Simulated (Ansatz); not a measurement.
Consider the formal hydrolysis of the Si–C bond: `C#C[SiH]1CS1` + H₂O → `O[SiH]1CS1` + acetylene.

Program: Ansatz. Geometries: PBE0-D4/def2-TZVP. ΔE: electronic, gas phase. CBS: MP2 limit from def2 TZ/QZ plus the TZ coupled-cluster correction, frozen cores. This one scheme is used for every species. Functionals use def2-TZVPP. B3LYP here is the variant with VWN-RPA as its local correlation; programs differ in this. One conformer a species, not always the lowest.

**Question.** Is it downhill or uphill in electronic energy at CCSD(T)/CBS, and by how much? (Best estimate.)

**Answer.** Computed: Downhill: ΔE = -60.2 kJ/mol.

**Question.** What do these levels give: PBE-D4, B3LYP-D4, r2SCAN0-D4, CAM-B3LYP-D4, B2PLYP, MP2/CBS(def2)? (An estimate is asked.)

**Answer.** Ansatz gave: PBE-D4 -53.2, B3LYP-D4 -62.5, r2SCAN0-D4 -63.4, CAM-B3LYP-D4 -69.5, B2PLYP -64.9, MP2/CBS(def2) -57.1 kJ/mol.

**Question.** What do rigid-rotor, harmonic-oscillator terms from PBE0-D4/def2-TZVP frequencies (298.15 K, 1 bar) make of the CCSD(T)/CBS value? (An estimate is asked.)

**Answer.** Computed: ΔZPE = +1.4 kJ/mol, ΔH = -61.4 kJ/mol, ΔS = -12 J/(mol·K), ΔG = -57.9 kJ/mol.

Largest T1 diagnostic among the species: 0.013.

In def2-TZVPP, CCSD(T) changes the Hartree–Fock value by +15.8 kJ/mol (the triples alone add +3.1 kJ/mol) and MP2 by +19.0 kJ/mol. From PBE to PBE0 (25 % exact exchange), in def2-TZVPP and without D4, ΔE moves by −3.0 kJ/mol.
